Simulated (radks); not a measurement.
Problem. The lutetium ion Lu22+, configuration [Kr] 4d10 4f3. Method: Dirac Kohn-Sham, PBEsol, spin-unpolarised, spherical densities, finite nucleus; open shells fill j = l - 1/2 first; Fermi nuclear charge, rms radius 5.37 fm; computed with a radial shooting solver on a logarithmic mesh with Libxc functionals. Some entries of the table are withheld. Estimate them.

| orbital | occ. | eigenvalue (eV) | <r> (bohr) |
|---|---|---|---|
| 1s1/2 | 2 | -63763.09 | 0.01933 |
| 2s1/2 | 2 | -11385.42 | 0.08129 |
| 2p1/2 | 2 | -10897.98 | (1) |
| 2p3/2 | 4 | -9781.751 | (2) |
| 3s1/2 | 2 | -3085.661 | 0.2120 |
| 3p1/2 | 2 | -2870.085 | 0.2018 |
| 3p3/2 | 4 | -2631.282 | 0.2158 |
| 3d3/2 | 4 | -2264.577 | 0.1896 |
| 3d5/2 | 6 | -2212.531 | 0.1939 |
| 4s1/2 | 2 | -1094.776 | 0.4598 |
| 4p1/2 | 2 | -1005.395 | 0.4623 |
| 4p3/2 | 4 | -944.0468 | 0.4884 |
| 4d3/2 | 4 | (3) | 0.4918 |
| 4d5/2 | 6 | (4) | 0.4997 |
| 4f5/2 | 3 | -599.9112 | (5) |
| 4f7/2 | 0 | -597.1189 | (6) |

Solution. 
(1) 2p1/2 <r> (bohr): 0.06744
(2) 2p3/2 <r> (bohr): 0.07505
(3) 4d3/2 eigenvalue (eV): -795.8157
(4) 4d5/2 eigenvalue (eV): -783.5955
(5) 4f5/2 <r> (bohr): 0.4928
(6) 4f7/2 <r> (bohr): 0.4961
